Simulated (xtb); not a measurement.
C$_{6}$H$_{15}$N, charge +1, doublet, from a rough starting geometry (a state made from the parent by changing its charge; the spin is typed, not shown lowest); GFN2-xTB run with xtb 6.7.1.

Input for xtb:
```
$ xtb mol.xyz --gfn 2 --chrg 1 --uhf 1 --opt vtight --json

# file mol.xyz
22

C     -1.65660821     1.97139787    -0.06870552
C     -0.55320324     1.18712364    -0.78531334
N      0.31039034     0.40494914     0.11139714
C     -0.49901792    -0.45209593     0.87773501
C     -1.12264305    -1.72431242     0.15837976
C      1.44976882    -0.09587774    -0.61431152
C      2.43820248    -0.71303748     0.36458976
H     -1.22803496     2.57113410     0.78049251
H     -2.06720080     2.79515481    -0.77974803
H     -2.43991580     1.35110814     0.26577377
H     -0.97126473     0.61597844    -1.64547758
H      0.11756777     1.97984637    -1.23265036
H      0.19398052    -1.03670259     1.62163813
H     -1.22243955     0.06675698     1.45262829
H     -0.46422733    -2.29066127    -0.38540444
H     -1.89448635    -1.28832057    -0.49393928
H     -1.68467548    -2.32781837     0.89230761
H      1.13185359    -0.88729583    -1.31319651
H      1.90533545     0.72033125    -1.06114693
H      2.09890276    -1.68461579     0.81446592
H      3.34218442    -0.92723766    -0.21360134
H      2.68207159    -0.11590412     1.22550815
```

Output, abridged:

```
   ID    Z sym.   atoms
    1    6 C      1, 2, 4-7
    2    7 N      3
    3    1 H      8-22

           -------------------------------------------------
          |                Calculation Setup                |
           -------------------------------------------------

           -------------------------------------------------
          |                 G F N 2 - x T B                 |
           -------------------------------------------------

          ...................................................
          :                      SETUP                      :
          :.................................................:
          :  # basis functions                  43          :
          :  # atomic orbitals                  43          :
          :  # shells                           29          :
          :  # electrons                        43          :
          :  max. iterations                   250          :
          :  Hamiltonian                  GFN2-xTB          :
          :  restarted?                      false          :
          :  GBSA solvation                  false          :
          :  PC potential                    false          :
          :  electronic temp.          300.0000000     K    :
          :  accuracy                    1.0000000          :
          :  -> integral cutoff          0.2500000E+02      :
          :  -> integral neglect         0.1000000E-07      :
          :  -> SCF convergence          0.1000000E-05 Eh   :
          :  -> wf. convergence          0.1000000E-03 e    :
          :  Broyden damping             0.4000000          :
          :  net charge                          1          :
          :  unpaired electrons                  1          :
          ...................................................

 iter      E             dE          RMSdq      gap      omega  full diag
   1    -23.1505885 -0.231506E+02  0.272E+00    9.80       0.0  T
   2    -23.2423706 -0.917822E-01  0.179E+00   10.54       1.0  T
   3    -23.2490161 -0.664551E-02  0.992E-01   10.56       1.0  T
   4    -23.2486211  0.395011E-03  0.328E-01   10.56       1.0  T
   5    -23.2499118 -0.129070E-02  0.790E-02   10.59       1.0  T
   6    -23.2499330 -0.211353E-04  0.451E-02   10.58       1.0  T
   7    -23.2499377 -0.472874E-05  0.702E-03   10.59       3.0  T
   8    -23.2499382 -0.473591E-06  0.187E-03   10.58      11.4  T
   9    -23.2499382 -0.101020E-07  0.401E-04   10.59      53.1  T
  10    -23.2499382 -0.118772E-08  0.154E-04   10.59     138.5  T

   *** convergence criteria satisfied after 10 iterations ***

         :::::::::::::::::::::::::::::::::::::::::::::::::::::
         ::                     SUMMARY                     ::
         :::::::::::::::::::::::::::::::::::::::::::::::::::::
         :: total energy             -22.926889238956 Eh    ::
         :: gradient norm              0.188743404586 Eh/a0 ::
         :: HOMO-LUMO gap             10.585027731707 eV    ::
         ::.................................................::
         :: SCC energy               -23.249856901141 Eh    ::
         :: -> isotropic ES            0.083425366533 Eh    ::
         :: -> anisotropic ES         -0.008795958413 Eh    ::
         :: -> anisotropic XC          0.017493833636 Eh    ::
         :: -> dispersion             -0.012266326046 Eh    ::
         :: repulsion energy           0.322967662185 Eh    ::
         :: add. restraining           0.000000000000 Eh    ::
         :: total charge               1.000000000000 e     ::
         :::::::::::::::::::::::::::::::::::::::::::::::::::::

      -----------------------------------------------------------
     |                   =====================                   |
     |                        A N C O P T                        |
     |                   =====================                   |
     |               Approximate Normal Coordinate               |
     |                Rational Function Optimizer                |
      -----------------------------------------------------------
      -----------------------------------------------------------
     |                   =====================                   |
     |                        A N C O P T                        |
     |                   =====================                   |
     |               Approximate Normal Coordinate               |
     |                Rational Function Optimizer                |
      -----------------------------------------------------------

          ...................................................
          :                      SETUP                      :
          :.................................................:
          :   optimization level         verytight          :
          :   max. optcycles                   440          :
          :   ANC micro-cycles                  20          :
          :   degrees of freedom                60          :
          :.................................................:
          :   RF solver                   davidson          :
          :   write xtbopt.log                true          :
          :   linear?                        false          :
          :   energy convergence         0.1000000E-06 Eh   :
          :   grad. convergence          0.2000000E-03 Eh/α :
          :   maxmium RF displ.          1.0000000          :
          :   Hlow (freq-cutoff)         0.1000000E-01      :
          :   Hmax (freq-cutoff)         5.0000000          :
          :   S6 in model hess.         20.0000000          :
          ...................................................

generating ANC from exact Hessian ...
Using Lindh-Hessian (1995)
 Shifting diagonal of input Hessian by    7.8533333765934705E-003
 Lowest  eigenvalues of input Hessian
    0.000000    0.000000    0.000000    0.000000    0.000000    0.000000
[...]
 * total energy  :   -22.9683222 Eh     change       -0.3047326E-06 Eh
 * total energy  :   -22.9683226 Eh     change       -0.3269093E-06 Eh
 * total energy  :   -22.9683229 Eh     change       -0.3459631E-06 Eh
 * total energy  :   -22.9683233 Eh     change       -0.3596651E-06 Eh
 * total energy  :   -22.9683237 Eh     change       -0.3757006E-06 Eh
 * total energy  :   -22.9683240 Eh     change       -0.3645957E-06 Eh
 * total energy  :   -22.9683243 Eh     change       -0.3070367E-06 Eh
 * total energy  :   -22.9683246 Eh     change       -0.2757124E-06 Eh
 * total energy  :   -22.9683248 Eh     change       -0.2283184E-06 Eh
 * total energy  :   -22.9683250 Eh     change       -0.2063744E-06 Eh
 * total energy  :   -22.9683252 Eh     change       -0.1687906E-06 Eh
 * total energy  :   -22.9683252 Eh     change       -0.1567500E-08 Eh
   *** GEOMETRY OPTIMIZATION CONVERGED AFTER 68 ITERATIONS ***
         :: total energy             -22.968325210335 Eh    ::
[...]
        13        2.0000           -0.6590484             -17.9336
        14        2.0000           -0.6506603             -17.7054
        15        2.0000           -0.6380828             -17.3631
        16        2.0000           -0.6296663             -17.1341
        17        2.0000           -0.6205850             -16.8870
        18        2.0000           -0.6178809             -16.8134
        19        2.0000           -0.6119080             -16.6509
        20        2.0000           -0.6074068             -16.5284
        21        2.0000           -0.6054749             -16.4758
        22        1.0000           -0.5504295             -14.9779 (HOMO)
        23                         -0.1940443              -5.2802 (LUMO)
        24                         -0.0997170              -2.7134
        25                         -0.0768063              -2.0900
        26                         -0.0687407              -1.8705
        27                         -0.0604195              -1.6441
        28                         -0.0449268              -1.2225
        29                         -0.0324025              -0.8817
        30                         -0.0266501              -0.7252
        31                         -0.0058963              -0.1604
        32                         -0.0041796              -0.1137
        33                          0.0121627               0.3310
       ...                                ...                  ...
        43                          0.1556479               4.2354
      -------------------------------------------------------------
                  HL-Gap            0.3563852 Eh            9.6977 eV
             Fermi-level           -0.4750643 Eh          -12.9272 eV

     #   Z          covCN         q      C6AA      α(0)
     1   6 C        3.751    -0.131    23.071     6.850
     2   6 C        3.745    -0.022    21.037     6.543
     3   7 N        2.730     0.044    20.470     6.720
     4   6 C        3.742    -0.025    21.089     6.552
     5   6 C        3.751    -0.116    22.789     6.808
     6   6 C        3.747    -0.024    21.068     6.547
     7   6 C        3.751    -0.127    23.008     6.841
     8   1 H        0.925     0.080     1.977     2.199
     9   1 H        0.925     0.090     1.880     2.144
    10   1 H        0.925     0.081     1.968     2.194
    11   1 H        0.923     0.115     1.654     2.011
    12   1 H        0.923     0.127     1.560     1.953
    13   1 H        0.924     0.112     1.684     2.029
    14   1 H        0.925     0.101     1.772     2.082
    15   1 H        0.925     0.073     2.053     2.241
    16   1 H        0.925     0.073     2.058     2.243
    17   1 H        0.925     0.091     1.871     2.139
    18   1 H        0.923     0.124     1.582     1.967
    19   1 H        0.924     0.094     1.842     2.122
    20   1 H        0.925     0.075     2.036     2.232
    21   1 H        0.925     0.088     1.897     2.154
    22   1 H        0.925     0.078     2.002     2.213

 Mol. C6AA /au·bohr⁶  :       2808.944126
 Mol. C8AA /au·bohr⁸  :      59169.276755
 Mol. α(0) /au        :         78.782352

Wiberg/Mayer (AO) data.
largest (>0.10) Wiberg bond orders for each atom

 ---------------------------------------------------------------------------
     #   Z sym  total        # sym  WBO       # sym  WBO       # sym  WBO
 ---------------------------------------------------------------------------
     1   6 C    3.980 --     2 C    1.021     9 H    0.973    10 H    0.971
                             8 H    0.966
     2   6 C    3.962 --     3 N    1.072     1 C    1.021    11 H    0.910
                            12 H    0.885
     3   7 N    3.476 --     2 C    1.072     4 C    1.069     6 C    1.058
     4   6 C    3.952 --     3 N    1.069    14 H    0.952     5 C    0.928
                            13 H    0.926
     5   6 C    3.967 --    16 H    0.982    15 H    0.981    17 H    0.973
                             4 C    0.928
     6   6 C    3.959 --     3 N    1.058     7 C    0.995    19 H    0.952
                            18 H    0.885
     7   6 C    3.977 --     6 C    0.995    20 H    0.980    21 H    0.975
                            22 H    0.971
     8   1 H    0.993 --     1 C    0.966
     9   1 H    0.992 --     1 C    0.973
    10   1 H    0.993 --     1 C    0.971
    11   1 H    0.985 --     2 C    0.910
    12   1 H    0.979 --     2 C    0.885
    13   1 H    0.987 --     4 C    0.926
    14   1 H    0.990 --     4 C    0.952
    15   1 H    0.995 --     5 C    0.981
    16   1 H    0.995 --     5 C    0.982
    17   1 H    0.992 --     5 C    0.973
    18   1 H    0.980 --     6 C    0.885
    19   1 H    0.991 --     6 C    0.952
    20   1 H    0.994 --     7 C    0.980
    21   1 H    0.992 --     7 C    0.975
    22   1 H    0.994 --     7 C    0.971
 ---------------------------------------------------------------------------

Topologies differ in total number of bonds
Writing topology from bond orders to xtbtopo.mol

molecular dipole:
                 x           y           z       tot (Debye)
 q only:        0.146       0.330      -0.207
   full:        0.196       0.388      -0.277       1.309
molecular quadrupole (traceless):
                xx          xy          yy          xz          yz          zz
 q only:        2.362      -3.159       1.739      -1.703      -3.096      -4.101
  q+dip:        1.098      -2.347       1.874      -1.804      -2.682      -2.973
   full:        1.414      -2.487       1.842      -1.730      -2.753      -3.256

optimized geometry written to: xtbopt.xyz

           -------------------------------------------------
          | TOTAL ENERGY              -22.968325210335 Eh   |
          | GRADIENT NORM               0.000030308513 Eh/α |
          | HOMO-LUMO GAP               9.697733891422 eV   |
           -------------------------------------------------
```
